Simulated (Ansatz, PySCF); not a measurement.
C₃H₇N, SMILES C/C=N\C. Atoms are numbered in the order given.

```xyz
11

C     -0.5162    -1.5189     0.0000
C      0.6644    -0.5869     0.0000
N      0.7170     0.6845     0.0000
C     -0.4684     1.5020     0.0000
H     -1.4907    -1.0137     0.0000
H     -0.4655    -2.1802    -0.8816
H     -0.4655    -2.1802     0.8816
H      1.6434    -1.1031     0.0000
H     -1.4418     0.9744     0.0000
H     -0.4387     2.1673     0.8797
H     -0.4387     2.1673    -0.8797
```

Geometry optimised at r2SCAN-D4/def2-SVP. The structure was generated by enumeration; whether it is a known compound was not checked.

Vertical ionisation energy (IE) and electron affinity (EA) in eV. Rows of orbital energies are one-electron estimates. Where ΔSCF, EOM or ADC give a negative EA the extra electron is unbound and the value depends on the basis.

```csv
level,IE,EA
"−ε(HOMO), −ε(LUMO), M06-2X/def2-TZVP (PySCF)",8.36,-1.17
"−ε(HOMO), −ε(LUMO), PBE/def2-TZVP (PySCF)",(withheld),(withheld)
"ΔSCF, PBE0/def2-SVPD (Ansatz), final states of multiplicity 2 and 2",9.14,-1.88
"ΔSCF, PBE/def2-SVPD (Ansatz), final states of multiplicity 2 and 2",9.03,-1.68
```

Q: Some entries are withheld; supply them. (An estimate is asked for; the answer gives what the named calculation found.)

A: 
- −ε(HOMO), −ε(LUMO), PBE/def2-TZVP (PySCF), IE: 5.46
- −ε(HOMO), −ε(LUMO), PBE/def2-TZVP (PySCF), EA: 0.98

Q: What vertical singlet–triplet gap does ΔSCF give with PBE0/def2-SVPD (Ansatz, a program for electronic structure) and with PBE/def2-SVPD (Ansatz)? (An estimate is asked for; the answer gives what the named calculation found.)

A: 4.20 and 4.23 eV (triplet above singlet where positive).
